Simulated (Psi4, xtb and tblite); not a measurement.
Two geometries of Ge(OEt)4, SMILES [O]([Ge]([O]CC)([O]CC)[O]CC)CC, singlet, relaxed at GFN2-xTB with one dihedral held; other torsions can differ between them too.

Structure A

```
33

C      3.9912     2.2695    -1.4618
C      3.9561     2.9724    -0.1131
O      2.9739     4.0010    -0.1346
Ge     1.5681     4.1556     0.8860
O      1.7745     4.9605     2.4224
C      1.9129     6.3580     2.6308
C      3.2307     6.8980     2.1002
O      0.4449     5.1505    -0.0171
C      0.1982     5.0702    -1.4124
C     -0.5886     3.8255    -1.7897
O      1.0960     2.5198     1.2895
C      0.2258     2.1378     2.3441
C     -1.2217     2.5059     2.0615
H      4.1695     2.9926    -2.2533
H      3.0382     1.7795    -1.6455
H      4.7836     1.5257    -1.4708
H      4.9204     3.4515     0.0905
H      3.7461     2.2502     0.6796
H      1.8530     6.4871     3.7172
H      1.0783     6.8886     2.1628
H      3.2741     6.7456     1.0233
H      4.0629     6.3704     2.5599
H      3.3130     7.9598     2.3180
H     -0.3730     5.9741    -1.6513
H      1.1444     5.0923    -1.9612
H     -0.0151     2.9418    -1.5156
H     -0.7783     3.8145    -2.8600
H     -1.5358     3.8056    -1.2563
H      0.3387     1.0509     2.4227
H      0.5503     2.5983     3.2816
H     -1.8570     2.1703     2.8772
H     -1.5520     2.0432     1.1347
H     -1.3037     3.5868     1.9618
```

Structure B

```
33

C     -4.4029     2.8223     0.5111
C     -3.7927     3.7593    -0.5146
O     -2.5093     4.2620    -0.1746
Ge    -1.4746     4.0176     1.2046
O     -2.0344     4.5923     2.7616
C     -2.0708     5.9427     3.1965
C     -3.1274     6.7609     2.4714
O     -0.0511     4.9618     0.8297
C      0.5549     5.1023    -0.4460
C      1.2432     3.8273    -0.9050
O     -1.2541     2.2938     1.4103
C     -0.7029     1.6564     2.5527
C      0.7934     1.8899     2.6836
H     -3.7664     1.9501     0.6347
H     -4.4848     3.3293     1.4705
H     -5.3908     2.5077     0.1834
H     -3.6845     3.2417    -1.4750
H     -4.4428     4.6311    -0.6595
H     -2.2956     5.8876     4.2675
H     -1.0883     6.4049     3.0627
H     -2.8911     6.7950     1.4095
H     -4.1068     6.3054     2.5972
H     -3.1496     7.7732     2.8668
H      1.2838     5.9115    -0.3245
H     -0.1941     5.4052    -1.1834
H      0.5043     3.0325    -0.9890
H      1.7143     3.9858    -1.8718
H      1.9980     3.5281    -0.1819
H     -0.9145     0.5909     2.4100
H     -1.2135     2.0024     3.4560
H      1.1783     1.3601     3.5513
H      1.3060     1.5388     1.7914
H      0.9819     2.9558     2.7989
```

Problem. Which is lower in energy at the level B3LYP-D3(BJ)/def2-SVP // GFN2-xTB (Psi4), and by how much?

Solution. A is lower, by 2.34 kJ/mol (dihedral Ge4–O3–C2–C1: 120° in A, 0° in B).

E(B) − E(A) in kJ/mol at the other levels, on the same two geometries: GFN2-xTB (xtb and tblite) 0.18; B3LYP/def2-SVP // GFN2-xTB (Psi4) 6.22; PBE/def2-SVP // GFN2-xTB (Psi4) 5.10; PBE-D3(BJ)/def2-SVP // GFN2-xTB (Psi4) 2.86.
